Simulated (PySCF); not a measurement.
dichloro(silyloxy)silane (Cl2H4OSi2), SMILES O([SiH](Cl)Cl)[SiH3].

Geometry: PBE-D3(BJ)/def2-SVP. One conformer was computed; it need not be the lowest.

Computed with PBE-D3(BJ)/def2-SVP run with PySCF 2.14.0.

Frequencies are harmonic and unscaled.

Problem. List the normal modes with their intensities. (An estimate is asked for; the answer gives what the named calculation found.)

Solution. 
```tsv
mode	ν (cm⁻¹)	IR (km/mol)	moving atoms (share of kinetic energy)
1	26	0.6	Cl 43 %, Si 32 %, O 14 %, H 12 %
2	37	0.1	H 96 %
3	72	1.8	Si 43 %, Cl 27 %, O 16 %, H 14 %
4	173	1.8	Cl 74 %, Si 14 %, O 10 %
5	242	5.9	O 59 %, Cl 29 %
6	310	19.0	O 36 %, Si 34 %, Cl 24 %
7	490	30.8	Si 50 %, Cl 44 %
8	577	113.5	Si 56 %, Cl 36 %
9	620	7.9	Si 57 %, H 26 %, O 12 %
10	696	44.7	H 83 %, Si 9 %
11	704	38.2	H 81 %, Si 10 %, O 9 %
12	784	152.4	H 88 %, Si 10 %
13	808	214.8	H 80 %, Si 15 %
14	912	70.3	H 96 %
15	916	64.1	H 96 %
16	943	393.0	H 79 %, Si 15 %
17	1055	326.4	O 71 %, Si 18 %, H 11 %
18	2177	60.4	H 98 %
19	2189	106.1	H 96 %
20	2201	107.8	H 96 %
21	2258	78.5	H 97 %
```
